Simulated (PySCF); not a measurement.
**Simulated absorption spectrum**

Compound: C7H13BO2.
SMILES with atom numbers: `[CH3:1][C@@H:2]1[CH2:3][C:4]2([CH2:5][CH2:6]2)[C@H:7]1[B:8]([OH:9])[OH:10]` (hydrogens: H11, H12, H13 on C1; H14 on C2; H15, H16 on C3; H17, H18 on C5; H19, H20 on C6; H21 on C7; H22 on O9; H23 on O10)

Computed, not measured: TDDFT CAM-B3LYP/def2-SVPD, vertical, gas phase, core orbitals frozen in the response in PySCF. Geometry: PBE0-D3(BJ)/def2-SVP, one conformer, isolated molecule. Torsions of this conformer, `[CH3:1][C@@H:2]1[CH2:3][C:4]2([CH2:5][CH2:6]2)[C@H:7]1[B:8]([OH:9])[OH:10]`: C4–C7–B8–O9 -67°, H–O9–B8–C7 -3°, H–O10–B8–C7 -178°.

Broadening: Gaussians 0.3 eV wide at half height, area fixed by f = 4.319×10⁻⁹ ∫ε dν̃. The width is an assumption, not a result. The curve ends short of the highest state used, and states not computed would add to its high-energy end.

(E (eV), ε (L mol⁻¹ cm⁻¹)): (6.58, 3), (6.61, 6), (6.64, 12), (6.67, 24), (6.70, 45), (6.73, 81), (6.76, 138), (6.79, 222), (6.82, 336), (6.85, 483), (6.88, 657), (6.91, 846), (6.94, 1030), (6.97, 1189), (7.00, 1302), (7.04, 1358), (7.07, 1330), (7.10, 1257), (7.13, 1160), (7.16, 1068), (7.19, 1002), (7.22, 977), (7.25, 994), (7.28, 1042), (7.31, 1108), (7.34, 1174), (7.37, 1232), (7.40, 1286), (7.43, 1352), (7.46, 1457), (7.49, 1630), (7.52, 1894), (7.55, 2260), (7.58, 2719), (7.61, 3242), (7.64, 3788)

(1) Where are the band maxima, and which computed states make them?

(2) Coming from long wavelengths, where does ε first pass 100 L mol⁻¹ cm⁻¹?

(3) Does any computed singlet lie in the visible range?

Answers

(1) 176 nm (7.04 eV), ε about 1400, made up of S1 (97%) (ε in L mol⁻¹ cm⁻¹; maxima over ε = 5, shares over 10%). At its high-energy end, 7.64 eV, the curve is still rising (ε about 3800, from S3, S4 and S5). The states used: S1 7.03 eV (f 0.015); S2 7.37 eV (f 0.012); S3 7.68 eV (f 0.029); S4 7.79 eV (f 0.018); S5 7.86 eV (f 0.019); S6 8.00 eV (f 0.013); S7 8.05 eV (f 0.010); S8 8.07 eV (f 0.012); S9 8.23 eV (f 0.0057); S10 8.24 eV (f 0.0056).

(2) At about 184 nm (6.74 eV), 0.29 eV below S1.

(3) No computed singlet lies in the visible range (380 to 750 nm); the lowest, at 176 nm, stands 3.77 eV above its violet end (3.26 eV).

All these states lie below the vertical ionisation energy of 9.53 eV (ΔSCF).
